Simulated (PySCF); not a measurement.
An unknown is described by computed data only.

Formula: CH5BrGeO.

| Quantity | Value |
| --- | --- |
| 13C NMR | chemical shifts (computed TMS as zero) by class: 50.6 (1 C) ppm [GIAO HF/pcSseg-2] |
| XPS | C1s 292.4, O1s 538.0 eV [ΔSCF SCAN, pcX-2 on the ionised atom, pcseg-1 elsewhere, spin-free X2C] |
| NMR, other nuclei | isotropic shieldings of nuclei other than C and H, by class: 339 (1 O), 1508 (1 Ge), 2801 (1 Br) ppm [GIAO HF/pcSseg-2] |
| Couplings | largest of the computed one-bond spin–spin couplings (means over like bonds): 13C–1H +147.6 (×3), 17O–13C +20.7 Hz [B3LYP/pcJ-1 (pcSseg-1 on Br, pcSseg-1 on Ge)] |
| Polarisability | 68.6 au [CAM-B3LYP/def2-SVPD] |
| 1H NMR | chemical shifts (computed TMS as zero) by class: 5.27 (2 H), 3.40 (3 H) ppm [GIAO HF/pcSseg-2] |
| UV, strongest line | among the 10 lowest singlet transitions: S9 at 7.90 eV (157 nm, f = 0.083) [TDDFT CAM-B3LYP/def2-SVPD] |
| Rotational structure | rotational constants A, B, C: 4.687, 1.563, 1.225 GHz [PBE0-D3(BJ)/def2-SVP] |

The electronic properties come from PySCF, for the isolated species, density fitting. Levels stand in brackets. Isolated species at its PBE0-D3(BJ)/def2-SVP geometry (one conformer only). Relativistic effects, spin–orbit coupling among them, are left out (core-ionisation runs apart) although an element past zinc is present. Each NMR value is the plain mean over a class of atoms that symmetry, rotation or inversion makes alike.

Problem. Give a SMILES that accounts for the data.

Solution. Numbering: `[CH3:1][O:2][GeH2:3][Br:4]`. The one carbon: methoxy carbon [C1] (50.6 ppm). Hydrogen classes from least to most shielded: 2 H on a germanium bonded to Br, O and 2 H, Ge3 (5.27 ppm), 3 H on a methoxy carbon, C1 (3.40 ppm, a mean of values up to 0.6 ppm apart in this geometry). The other shieldings belong to: 339 ppm, oxygen bonded to C and Ge [O2]; 1508 ppm, germanium bonded to Br, O and 2 H [Ge3]; 2801 ppm, bromine bonded to Ge [Br4]. The couplings run between: +147.6 Hz, methoxy carbon [C1] and its hydrogen (with 2 like pairs); +20.7 Hz, oxygen bonded to C and Ge [O2] and methoxy carbon [C1]. The core levels belong to: C1s 292.4 eV, methoxy carbon [C1]; O1s 538.0 eV, oxygen bonded to C and Ge [O2]. No core level of Br or Ge was computed. The optimised geometry has point group C1 and is an asymmetric top. Structure: `C[O][GeH2][Br]`. The assignments are read from this structure; whether some other isomer fits the data as well wasn't checked. NMR values of atoms bound to Ge lack the spin–orbit term that these neighbours bring.

The values belong to the conformer `[CH3:1][O:2][GeH2:3][Br:4]`: C1–O2–Ge3–Br4 59°.
